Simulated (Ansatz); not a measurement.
One change: `N=C(F)F` becomes `N=[C](F)[AlH2]`.

Ansatz, PBE0-D4/def2-TZVP geometries, multiplicity 1. Each molecule was computed in one conformer, which needn't be the lowest.

```
                                          property  `N=C(F)F`
             HOMO–LUMO gap (B3LYP/def2-TZVPP) / eV       9.08
  size of the dipole moment (B3LYP/def2-TZVPP) / D       1.47
               HOMO–LUMO gap (PBE/def2-TZVPP) / eV       6.77
size of the dipole moment (ωB97M-V/def2-TZVPP) / D       1.48
             HOMO energy (ωB97M-V/def2-TZVPP) / eV     -11.89
    size of the dipole moment (PBE/def2-TZVPP) / D       1.42
```

(1) Give the same properties after the change, and the shifts. (Estimate.)

Results:

(1) Computed: 
```tsv
property	`N=[C](F)[AlH2]`	shift
HOMO–LUMO gap (B3LYP/def2-TZVPP) / eV	5.01	-4.07
size of the dipole moment (B3LYP/def2-TZVPP) / D	2.92	1.45
HOMO–LUMO gap (PBE/def2-TZVPP) / eV	3.22	-3.55
size of the dipole moment (ωB97M-V/def2-TZVPP) / D	3.00	1.52
HOMO energy (ωB97M-V/def2-TZVPP) / eV	-10.19	1.70
size of the dipole moment (PBE/def2-TZVPP) / D	2.65	1.23
```

With PBE0 the HOMO rises by 1.56 eV and the LUMO falls by 2.68 eV, so the gap narrows by about 4.24 eV. PBE moves the HOMO by 1.25 eV and ωB97M-V by 1.70 eV. The zero-point energy changes by 26.4 kJ/mol with +6 modes. Dipoles are sizes alone; their direction can turn.

B3LYP here is the variant with VWN-RPA as its local correlation; programs differ in this.
